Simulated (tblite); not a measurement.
Species: C3H10ClNSi2.
Z-matrix (Å and degrees, GFN2-xTB geometry), rows numbered from 1:
```
C 
N   1  1.4379
C   2  1.4481  1  113.97
Si  3  1.9105  2  108.81  1  -177.05
Cl  4  2.0236  3  109.73  2  -127.02
C   4  1.8920  3  100.62  2    -8.83
Si  2  1.7145  1  122.59  3   160.67
H   1  1.0871  2  109.41  3   176.18
H   1  1.0945  2  110.24  3    56.57
H   1  1.0972  2  111.78  3   -63.64
H   3  1.0966  2  108.52  1   -55.47
H   3  1.1000  2  110.36  1    60.33
H   4  1.4646  3  111.56  2   113.71
H   6  1.0865  4  112.66  3  -125.53
H   6  1.0860  4  111.34  3   115.16
H   7  1.4663  2  107.55  1    57.93
H   7  1.4746  2  115.71  1   -64.68
```

Computed with GFN2-xTB (tblite): harmonic, unscaled wavenumbers at the GFN2-xTB geometry, gas phase. The method is semi-empirical: single wavenumbers can be off by several per cent or more. Modes of hydrogen on silicon can be 10 to 20 % off. One conformer, not necessarily the lowest.

Harmonic wavenumbers (cm⁻¹): 31.4, 75.4, 142.4, 157.0, 185.8, 228.1, 302.9, 318.7, 378.5, 489.0, 500.8, 542.9, 592.4, 630.6, 669.5, 675.1, 698.1, 763.8, 784.3, 796.4, 808.1, 813.1, 984.4, 1045.5, 1105.3, 1113.5, 1173.9, 1194.9, 1210.4, 1333.9, 1421.7, 1464.7, 1486.6, 1494.7, 1507.3, 2156.6, 2234.8, 2238.2, 2842.1, 2890.1, 2905.8, 2941.1, 3016.2, 3027.7, 3031.3.

A = 2654, B = 927.1, C = 777.3 MHz; mass 151.004 u (most abundant isotopes); point group C1, symmetry number 1.

Problem. What is the zero-point energy?

Solution. ½Σν̃ = 27202 cm⁻¹ = 77.78 kcal/mol.

Problem. What is S at 500 K and 1 bar for an ideal gas of classical rigid rotors and harmonic oscillators?

Solution. Translation 43.54, rotation 31.05, vibration 48.13: S = 122.7 cal/(mol K).

Problem. And Cp and H(500 K) − H(0)?

Solution. Cp = 54.42 cal/(mol K), of which vibrations give 46.47 (their classical limit is 45 R = 89.4); H(500 K) − H(0) = 16.30 kcal/mol without the zero-point energy, 12.33 from vibrations.

Problem. Blend soft modes into free rotors: weight 1/[1 + (100 cm⁻¹/ν̃)⁴] for the oscillator and the rest for a rotor with moment μB/(μ + B), μ = h/(8π²ν), B = 10⁻⁴⁴ kg m². What vibrational entropy results?

Solution. 44.58 cal/(mol K) in place of 48.13, which changes −T·S at 500 K by +1.78 kcal/mol.

Problem. How do the functions run with temperature in this model?

Solution. 
```json
{"T (K)": "50", "S (cal/(mol K))": "59.7", "Cp (cal/(mol K))": "12.6", "H − H(0) (kcal/mol)": "0.50", "G − H(0) (kcal/mol)": "-2.48", "ln q(vib)": "0.67"}
{"T (K)": "100", "S (cal/(mol K))": "70.1", "Cp (cal/(mol K))": "17.9", "H − H(0) (kcal/mol)": "1.27", "G − H(0) (kcal/mol)": "-5.75", "ln q(vib)": "1.81"}
{"T (K)": "298.15", "S (cal/(mol K))": "98.8", "Cp (cal/(mol K))": "38.2", "H − H(0) (kcal/mol)": "6.84", "G − H(0) (kcal/mol)": "-22.63", "ln q(vib)": "6.73"}
{"T (K)": "373.15", "S (cal/(mol K))": "108.2", "Cp (cal/(mol K))": "45.0", "H − H(0) (kcal/mol)": "9.97", "G − H(0) (kcal/mol)": "-30.40", "ln q(vib)": "8.63"}
{"T (K)": "750", "S (cal/(mol K))": "147.4", "Cp (cal/(mol K))": "67.3", "H − H(0) (kcal/mol)": "31.63", "G − H(0) (kcal/mol)": "-78.93", "ln q(vib)": "17.80"}
{"T (K)": "1000", "S (cal/(mol K))": "168.0", "Cp (cal/(mol K))": "75.6", "H − H(0) (kcal/mol)": "49.56", "G − H(0) (kcal/mol)": "-118.43", "ln q(vib)": "23.29"}
```

q(vib) and H(0) count from the zero-point level.

Problem. What must be added to the electronic energy to get the Gibbs energy at 500 K and 1 bar?

Solution. ZPE + [H(500 K) − H(0)] − T·S = 77.78 + 16.30 − 61.36 = 32.72 kcal/mol.

Problem. Which modes carry the vibrational entropy at 500 K?

Solution. 31.4 cm⁻¹: 6.77; 75.4 cm⁻¹: 5.03; 142.4 cm⁻¹: 3.77; 157.0 cm⁻¹: 3.58; 185.8 cm⁻¹: 3.25; 228.1 cm⁻¹: 2.86 cal/(mol K); the other 39 give 22.87 together.

Hindered rotation and anharmonicity are outside this model. Other conformers, if any are populated, would add a mixing term that is left out. The structure is chiral; the term R ln 2 for an equal mix with its mirror image is left out.

Time: 0.76 s of wall time. Hardware: one thread, Arm Neoverse V1 (aarch64), no GPU (shared host). This covers the Hessian and the dipole derivatives.
